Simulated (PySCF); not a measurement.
Field gradients at the hydrogen positions

Species: C₅H₆FN.
Geometry (GFN2-xTB, Å), atoms numbered from 1 in this order:
```xyz
13
C5H6FN angstrom
C     -0.227    1.910   -0.174
C      0.508    0.904    0.278
F      1.727    1.181    0.806
C      0.155   -0.518    0.322
C      0.700   -1.331    1.234
C     -0.777   -1.063   -0.683
N     -1.055   -0.630   -1.829
H      0.141    2.920   -0.133
H     -1.215    1.752   -0.563
H      1.420   -0.977    1.953
H      0.448   -2.377    1.271
H     -1.248   -2.001   -0.401
H     -0.583    0.232   -2.099
```

Level: PBE0/pcSseg-1 (PySCF, non-relativistic); Q(2H) = 0.00286 b; rigid geometry, the same for H and D, with no vibrational averaging.

Task: Rank these positions by the coupling χzz of a deuteron there, largest first.
A. H10 (vinylic hydrogen)
B. H13 (N–H hydrogen)
C. H9 (vinylic hydrogen)
D. H12 (hydrogen on a C=N carbon)

Result: B (253 kHz), C (229 kHz), A (221 kHz), D (206 kHz).

Task: Tabulate Vzz, the asymmetry η and χzz = 234.96 MHz × Q × Vzz for every hydrogen position.

Result: 
| atom | bonded to | bond length (Å) | Vzz (au) | η | χzz (kHz) |
| --- | --- | --- | --- | --- | --- |
| H8 | C1 | 1.075 | 0.3392 | 0.06 | 228 |
| H9 | C1 | 1.073 | 0.3401 | 0.07 | 229 |
| H10 | C5 | 1.077 | 0.3296 | 0.04 | 221 |
| H11 | C5 | 1.077 | 0.3338 | 0.04 | 224 |
| H12 | C6 | 1.088 | 0.3073 | 0.05 | 206 |
| H13 | N7 | 1.019 | 0.3770 | 0.04 | 253 |

Task: Average by the element that carries the hydrogen.

Result: on C: 222 kHz over 5 positions, mean bond length 1.078 Å; on N: 253 kHz over 1 position, mean bond length 1.019 Å.

One conformer (not necessarily the lowest) at the GFN2-xTB geometry, without solvent, vibrations or thermal averaging. GFN2-xTB bond lengths can be off by several hundredths of an ångström, more for odd bonds, and the gradients follow them. The small basis limits the accuracy of the gradients.
